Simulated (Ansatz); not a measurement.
Basis-set extrapolation for CH4B2ClFO (`COBB(F)Cl`) (PBE0-D4/def2-TZVP geometry, frozen core, Ansatz). Multiplicity 1, RHF reference.

```
                      def2-TZVPP   def2-QZVPP
                 HF  -723.617522  -723.642413
    MP2 correlation    -1.030927    -1.116985
CCSD(T) correlation    -1.115194      not run
```

Energies in hartree. Use E(X) = E(∞) + A·exp(−7.88·√X) for Hartree–Fock and E(X) = E(∞) + B·X^(−2.97) for correlation, with X = 3 and 4, and add CCSD(T) minus MP2 of the smaller set to the MP2 limit.

What is the CCSD(T) energy at the basis-set limit?

HF limit: -723.642413 + (-0.024891) × 0.13774 = -723.64584. MP2 limit: -1.116985 + (-0.086058) × 0.74074 = -1.18073. Higher-order term: -1.115194 − (-1.030927) = -0.08427. Total: -724.91084 hartree, 467.7 kJ/mol below CCSD(T)/def2-TZVPP.
